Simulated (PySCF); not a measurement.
Hf²⁺ (hafnium, charge +2) across methods

[Xe] 4f14 5d1 6p1, one real determinant (an excited configuration). All numbers are calculated (PySCF 2.14, scalar relativity through the core potential, in aug-cc-pVTZ-PP with ECP60MDF (6s6p5d3f2g, 88 functions)).

```csv
method,E (hartree),mean ε 5p β (eV),mean ε 5d α (eV),mean ε 6p α (eV),Σ⟨r²⟩ (bohr²),⟨S²⟩
r2SCAN,-47.4688,-54.318,-20.718,-14.281,34.54,2.001
UHF,-47.04273,-61.207,-25.056,-15.867,35.61,2.002
wB97X,-47.4633,-58.405,-23.869,-16.183,34.65,2.001
LDA,-47.2896,-53.351,-20.372,-14.281,34.48,2.000
PBE0,-47.4390,-55.689,-21.798,-14.809,34.59,2.001
PBE,-47.4619,-53.475,-20.488,-14.308,34.43,2.000
BHandHLYP,-47.3710,-57.781,-22.937,-15.114,34.75,2.001
TPSS,-47.4573,-53.702,-20.489,-14.253,34.47,2.001
```

Q: Estimate the same row for B3LYP.

A: E (hartree) = -47.4672; mean ε 5p β (eV) = -55.311; mean ε 5d α (eV) = -21.496; mean ε 6p α (eV) = -14.670; Σ⟨r²⟩ (bohr²) = 34.49; ⟨S²⟩ = 2.000.

⟨L²⟩ = 8.04 against 12 for a pure F term, so this real determinant mixes terms. Energies and moments cover only the electrons outside the core potential. Spin-orbit coupling, absent here, splits the open shell strongly.
